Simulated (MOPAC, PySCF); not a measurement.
CH₆Si₃, SMILES `[SiH2]=C=[SiH][SiH3]`, neutral singlet in the gas phase. 

Cartesian coordinates (Å):
```xyz
10

Si     2.7254    -0.1722     0.3807
C      1.2025     0.4761     0.1154
Si    -0.3692     1.0109    -0.1469
Si    -2.1663    -0.4666    -0.2442
H      3.3111    -0.3606     1.7279
H      3.6361    -0.5934    -0.7088
H     -0.6779     2.4548    -0.3279
H     -2.8466    -0.3650    -1.5639
H     -3.1608    -0.1393     0.8134
H     -1.6542    -1.8447    -0.0457
```
Charge 0, multiplicity 1.

All levels are single points at this geometry (PBE0-D3(BJ)/def2-TZVP); Pople sets use spherical d functions. Orbital energies aren't observables, and empty levels follow the basis.

```json
[
 {"level": "PBE-D3(BJ)/def2-TZVP in PySCF", "HOMO (eV)": "-5.63", "LUMO (eV)": "-2.60", "gap (eV)": "3.03", "dipole (D)": "0.34", "vertical IE, Delta-SCF (eV)": "8.19"},
 {"level": "PBE0-D3(BJ)/def2-TZVP in PySCF", "HOMO (eV)": "-6.53", "LUMO (eV)": "-1.82", "gap (eV)": "4.71", "dipole (D)": "0.35", "vertical IE, Delta-SCF (eV)": "8.11"},
 {"level": "ωB97X-D3(BJ)/def2-TZVP in PySCF", "HOMO (eV)": "-8.66", "LUMO (eV)": "0.18", "gap (eV)": "8.83", "dipole (D)": "0.37", "vertical IE, Delta-SCF (eV)": "8.12"},
 {"level": "B3LYP/6-31G* in PySCF", "HOMO (eV)": "-6.22", "LUMO (eV)": "-1.69", "gap (eV)": "4.53", "dipole (D)": "0.40", "vertical IE, Delta-SCF (eV)": "8.10"},
 {"level": "B3LYP/LANL2DZ in PySCF", "HOMO (eV)": "-6.41", "LUMO (eV)": "-1.70", "gap (eV)": "4.71", "dipole (D)": "0.49", "vertical IE, Delta-SCF (eV)": "–"},
 {"level": "PM6 in MOPAC", "HOMO (eV)": "-7.80", "LUMO (eV)": "-0.77", "gap (eV)": "7.04", "dipole (D)": "0.67", "vertical IE, Delta-SCF (eV)": "–"}
]
```
